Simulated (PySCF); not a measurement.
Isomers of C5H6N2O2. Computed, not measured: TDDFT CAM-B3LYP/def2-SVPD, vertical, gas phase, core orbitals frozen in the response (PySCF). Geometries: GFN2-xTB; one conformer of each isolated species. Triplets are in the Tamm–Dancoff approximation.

A. `CC(=O)c1noc(C)n1`
B. `CC(=O)C1=NN=C(C)O1`
C. `CC(=O)Oc1ncc[nH]1`

Lowest singlet levels (six at most, fewer where fewer were computed) with oscillator strengths:

1. 314 nm (f 0.000); 253 nm (f 0.001); 221 nm (f 0.358); 191 nm (f 0.006); 181 nm (f 0.003); 166 nm (f 0.025); T1 3.42 eV
2. 219 nm (f 0.229); 209 nm (f 0.001); 198 nm (f 0.003); 181 nm (f 0.012); 179 nm (f 0.006); 178 nm (f 0.072); T1 4.43 eV
3. 321 nm (f 0.000); 222 nm (f 0.003); 200 nm (f 0.056); 185 nm (f 0.001); 180 nm (f 0.001); 174 nm (f 0.005); T1 3.33 eV

Question: Match each spectrum to its molecule.

Answer: 1 = B, 2 = C, 3 = A.
- A: S1 at 3.87 eV, HOMO→LUMO (90%); Löwdin shares by element: HOMO oxygen 63% or more, carbon 30% or more; LUMO carbon 36% or more, nitrogen 21% or more, oxygen 20% or more (atoms not listed hold the other 24%); HOMO -9.30 and LUMO -0.91 eV; point group Cs, 1 of its 6 listed states under f = 0.0005.
- B: S1 at 3.95 eV, HOMO→LUMO (88%); Löwdin shares by element: HOMO oxygen 57% or more, carbon 19% or more, nitrogen 10% or more; LUMO carbon 35% or more, oxygen 22% or more, nitrogen 16% or more (atoms not listed hold the other 28%); HOMO -9.52 and LUMO -1.14 eV; point group Cs, 1 of its 6 listed states under f = 0.0005.
- C: S1 at 5.67 eV, HOMO→LUMO (96%); Löwdin shares by element: HOMO carbon 66% or more, nitrogen 9% or more (atoms not listed hold the other 25%); LUMO carbon 42% or more, oxygen 37% (atoms not listed hold the other 21%); HOMO -7.84 and LUMO 0.48 eV; point group Cs.
A and B have S1 within 0.09 eV of each other; their strongest listed levels stand at 6.19 eV (f 0.056) and 5.61 eV (f 0.358).
